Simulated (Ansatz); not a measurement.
Geometry optimisation, Ansatz, RKS LDA/def2-SVP.

The input (input.yaml):

```yaml
crystal:
  periodic: [false, false, false]
  atoms:
    - { symbol: Zr, position_ang: [0.010603, -0.249907, 0.038824] }
    - { symbol: Cl, position_ang: [0.22371, -0.08394, 2.499791] }
    - { symbol: O, position_ang: [1.768059, -0.239433, -0.63998] }
    - { symbol: H, position_ang: [2.646417, -0.235569, -1.049804] }
    - { symbol: O, position_ang: [-0.912029, 1.230384, -0.681985] }
    - { symbol: H, position_ang: [-1.328571, 1.990302, -1.115041] }
    - { symbol: Cl, position_ang: [-0.95971, -2.239779, -0.725655] }
    - { symbol: H, position_ang: [-2.773759, -0.417415, 1.267442] }
    - { symbol: H, position_ang: [-2.22302, -0.281842, 1.729209] }
basis:
  gaussian: { orbitals: def2-SVP }
hamiltonian:
  xc: lda
relax:
  f_tol: 0.03
  max_steps: 50
```

Launched with:

```bash
$ ansatz run input.yaml --threads 4 --pin off --max-ram 5120MiB --backend cpu --events-out ev --progress --plain --runs-dir out
```

Q: Where does it end, and by what steps?

A: It converged. After 9 steps the energy has fallen by 0.205 eV; H8 moved furthest, 0.55 Å. Joined: Zr1–H8 (3.05 → 2.43 Å), Zr1–H9 (2.80 → 2.43 Å).

```csv
step,energy less start (eV),largest force component (eV/Å),accepted
0,0.0000,1.549,yes
1,-0.1131,1.232,yes
2,-0.1767,0.244,yes
3,-0.1450,1.309,no
4,-0.1949,0.156,yes
5,-0.1998,0.103,yes
6,-0.2016,0.174,yes
7,-0.2046,0.039,yes
8,-0.2050,0.032,yes
9,-0.2051,0.006,yes
```

```xyz
9
Properties=species:S:1:pos:R:3
Zr -0.127 -0.248 0.168
Cl 0.312 0.019 2.477
O 1.601 -0.272 -0.589
H 2.474 -0.234 -1.009
O -1.004 1.265 -0.565
H -1.229 2.067 -1.060
Cl -1.071 -2.274 -0.607
H -2.387 -0.647 0.954
H -2.117 -0.204 1.554
```

Whether the end is a true minimum wasn't checked by a vibrational analysis.

The run took 9.2 s on 4 threads of Arm Neoverse V2 (shared host), peak memory 0.17 GiB.
